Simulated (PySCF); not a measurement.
This PySCF input asks for the NMR shieldings of SMILES CC[P@@](C)(=O)N([SiH3])[SiH3], C$_{3}$H$_{14}$NOPSi$_{2}$; the geometry comes from GFN2-xTB.

```python
import basis_set_exchange as bse
import numpy as np
from pyscf import gto, dft
from pyscf.prop import nmr

atoms = """
C    -2.048810   -1.259434    0.489372
C    -1.626495   -0.344726   -0.648183
P    -0.406072    0.866632    0.008667
C     0.015571    1.968154   -1.396652
O    -0.916227    1.614903    1.160516
N     0.992060    0.000770    0.355923
Si    1.553831    0.255128    1.997946
Si    1.637259   -1.146187   -0.780391
H    -2.421137   -0.656506    1.316141
H    -2.830876   -1.949353    0.175391
H    -1.195742   -1.834265    0.847836
H    -2.480189    0.238156   -1.005696
H    -1.210774   -0.909181   -1.483303
H     0.335262    1.432350   -2.283944
H    -0.866171    2.566680   -1.619823
H     0.811377    2.630842   -1.059840
H     1.838163    1.674234    2.180898
H     2.782182   -0.538711    2.056187
H     0.569047   -0.257834    2.946398
H     3.068403   -1.205433   -0.511608
H     0.996569   -2.455234   -0.602386
H     1.392358   -0.671599   -2.144300
"""
names = dict.fromkeys(["C", "P", "O", "N", "Si", "H"], "pcSseg-1")
basis = {el: gto.basis.parse(bse.get_basis(n, elements=[el], fmt="nwchem")) for el, n in names.items()}
mol = gto.M(atom=atoms, basis=basis, charge=0, verbose=0)
mf = dft.RKS(mol, xc="PBE0")
mf.grids.level = 2
mf.grids.alignment = dft.numint.BLKSIZE   # the property module wants whole blocks of grid points
mf.conv_tol = 1e-9
mf.kernel()

calc = nmr.RKS(mf)   # GIAO
C = mf.mo_coeff
Co = C[:, mf.mo_occ > 0]
resp = mf.gen_response(singlet=True, hermi=2)
def vind(x):   # induced exchange potential for any number of trial vectors
    d = np.einsum("pi,xij,qj->xpq", C, 2 * x.reshape(-1, C.shape[1], Co.shape[1]), Co, optimize=True)
    return np.einsum("xpq,pi,qj->xij", resp(d - d.transpose(0, 2, 1)), C, Co, optimize=True).ravel()
mo1, _ = nmr.rhf.solve_mo1(calc, with_cphf=vind)
sigma = calc.kernel(mo1)
for i, s in enumerate(sigma):   # ppm
    print("%2d %-2s %9.2f" % (i, mol.atom_pure_symbol(i), np.trace(s) / 3))
```

Problem. What are the results?

Solution. 
```
 0 C     180.56
 1 C     156.87
 2 P     297.25
 3 C     167.64
 4 O     207.26
 5 N     235.19
 6 Si    401.83
 7 Si    403.12
 8 H      29.89
 9 H      30.51
10 H      30.67
11 H      30.07
12 H      30.21
13 H      30.14
14 H      30.40
15 H      30.31
16 H      26.74
17 H      27.23
18 H      26.85
19 H      27.07
20 H      27.15
21 H      27.23
```

These numbers come from an equivalent density-fitted implementation of the same equations, which agrees with the script to about 0.01 ppm for H and up to a few tenths of a ppm for heavy atoms, so last digits may differ.

Problem. Turn these shieldings into chemical shifts. Shifts are taken against calculated references (same method and geometry level): ¹³C (186.93 ppm) and ²⁹Si (349.16 ppm) and ¹H (31.72 ppm) vs TMS; ³¹P (318.38 ppm) against H3PO4; ¹⁷O (336.08 ppm) against H2O; NH3 for ¹⁵N (267.73 ppm).

Solution. Averaging equivalent atoms: C 1: 30.1; C 3: 19.3; C 0: 6.4; P 2: 21.1; O 4: 128.8; N 5: 32.5; Si 6/7: -53.3; H 16/17/18/19/20/21: 4.67; H 11: 1.65; H 12: 1.51; H 13/14/15: 1.43; H 8/9/10: 1.36 ppm. Experimental scales use liquid or dissolved standards, which lie at an offset from isolated NH3 (liquid NH3: subtract about 20 ppm) and H2O (liquid H2O: subtract about 36 ppm) and H3PO4.

Size and cost of the density-fitted run: 227 basis functions, 76 s wall time on 1 thread of an Arm Neoverse N1, shared host; peak memory 1.1 GiB.
